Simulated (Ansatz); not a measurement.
Gas-phase electronic energies from Ansatz, PBE0-D4/def2-TZVP geometries. CCSD(T)/CBS adds triple-zeta CCSD(T) − MP2 to the extrapolated MP2 energy (def2 sets, frozen cores). This one scheme is used for every species. Functionals use def2-TZVPP. HSE06 is defined as in plane-wave codes. def2 core potentials past Kr. For In outer-core shells are correlated without core-valence functions, which leaves a few kJ/mol of doubt a bond. One conformer a species, not always the lowest.

`[F][In]([SH])[O][SiH3]` + H₂S → `[F][In]([SH])[SH]` + `O[SiH3]`  (ligand exchange at the In–O bond)

`[F][In]([SH])[O][SiH3]`:

```xyz
9

F    -0.721   -2.219   -0.388
In    0.174   -0.658   -1.123
S     1.006   -0.690   -3.311
O     0.268    0.828    0.141
Si   -0.217    1.100    1.681
H     0.582   -1.954   -3.494
H     0.446    0.162    2.629
H    -1.691    0.938    1.821
H     0.152    2.493    2.043
```

H₂S:

Z-matrix (Å, degrees):
```
S
H 1 1.341
H 1 1.341 2 92.3
```

`[F][In]([SH])[SH]`:

Z-matrix (Å, degrees):
```
In
S 1 2.360
S 1 2.357 2 131.6
F 1 1.946 2 113.6 3 -179.9
H 2 1.345 1 91.3 3 180.0
H 3 1.344 1 92.9 2 0.3
```

`O[SiH3]`:

Z-matrix (Å, degrees):
```
Si
O 1 1.648
H 1 1.489 2 111.7
H 1 1.489 2 111.7 3 120.9
H 1 1.481 2 105.9 3 -119.6
H 2 0.957 1 117.9 3 -60.5
```

(1) Is it downhill or uphill in electronic energy at CCSD(T)/CBS, and by how much? (Best estimate.)

(2) What do these levels give: CAM-B3LYP-D4, ωB97M-V, revPBE, r2SCAN, PBE0, HSE06, CAM-B3LYP, RPA@PBE/def2-TZVPP, CCSD(T)/def2-SVP, SCS-MP2/def2-TZVPP, HF/def2-QZVPP, SCS-MP2/def2-QZVPP? (Estimate.)

(3) What do rigid-rotor, harmonic-oscillator terms from PBE0-D4/def2-TZVP frequencies (298.15 K, 1 bar) make of the CCSD(T)/CBS value? (An estimate is asked.)

Largest T1 diagnostic among the species: 0.015.

## Answers

(1) Ansatz gave: Downhill: ΔE = -11.2 kcal/mol.

(2) Computed: CAM-B3LYP-D4 -11.3, ωB97M-V -12.4, revPBE -13.9, r2SCAN -13.1, PBE0 -14.5, HSE06 -14.6, CAM-B3LYP -11.5, RPA@PBE/def2-TZVPP -9.8, CCSD(T)/def2-SVP -8.7, SCS-MP2/def2-TZVPP -10.7, HF/def2-QZVPP -10.9, SCS-MP2/def2-QZVPP -10.6 kcal/mol.

(3) Ansatz gave: ΔZPE = +2.1 kcal/mol, ΔH = -9.6 kcal/mol, ΔS = -3 J/(mol·K), ΔG = -9.5 kcal/mol. Modes under 50 cm⁻¹ make the entropy rough.

Leaving LDA and LC-ωPBE aside and taking each functional with its dispersion term where it has one, the values, not all of them listed here, spread over 3.1 kcal/mol, from HSE06-D4 to CAM-B3LYP-D4. LDA lies −0.9 kcal/mol from PBE without D4. At CCSD(T), def2-SVP lies +2.5 kcal/mol from the extrapolated value and def2-TZVPP +0.1 kcal/mol.
